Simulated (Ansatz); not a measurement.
Gas-phase electronic energies from Ansatz, PBE0-D4/def2-TZVP geometries. CCSD(T)/CBS adds triple-zeta CCSD(T) − MP2 to the extrapolated MP2 energy (def2 sets, frozen cores). This one scheme is used for every species. Functionals use def2-TZVPP. Elements past krypton have def2 core potentials. For In outer-core shells are correlated without core-valence functions, which leaves a few kJ/mol of doubt a bond. Each species was taken in one conformer, which may not be the lowest.

Consider the ligand exchange at the In–C bond: `[CH3][InH][C]#CS` + CH₃OH → `C[O][InH][CH3]` + `C#CS`.

Is it downhill or uphill in electronic energy at CCSD(T)/CBS, and by how much? (An estimate is asked.)

Ansatz gave: Nearly level: ΔE = +0.5 kcal/mol.

What do these levels give: revPBE-D4, BHLYP-D4, ωB97X-V, PBE-QIDH, CCSD/def2-SVP, CCSD(T)/def2-TZVPP? (Estimate.)

Computed: revPBE-D4 0.1, BHLYP-D4 1.4, ωB97X-V 0.7, PBE-QIDH 3.0, CCSD/def2-SVP 0.5, CCSD(T)/def2-TZVPP 2.4 kcal/mol.

What do rigid-rotor, harmonic-oscillator terms from PBE0-D4/def2-TZVP frequencies (298.15 K, 1 bar) make of the CCSD(T)/CBS value? (Estimate.)

Computed: ΔZPE = -0.9 kcal/mol, ΔH = -0.7 kcal/mol, ΔS = -9 J/(mol·K), ΔG = 0.0 kcal/mol. Modes under 50 cm⁻¹ make the entropy rough.

Largest T1 diagnostic among the species: 0.015.

From r2SCAN to r2SCAN0 (25 % exact exchange), in def2-TZVPP and without D4, ΔE moves by +1.6 kcal/mol. In def2-TZVPP, CCSD(T) changes the Hartree–Fock value by −1.2 kcal/mol (the triples alone add −0.1 kcal/mol) and MP2 by −0.9 kcal/mol. Leaving LDA and LC-ωPBE aside and taking each functional with its dispersion term where it has one, the values, not all of them listed here, spread over 5.0 kcal/mol, from BLYP-D4 to PBE-QIDH. LDA lies −0.8 kcal/mol from PBE without D4.
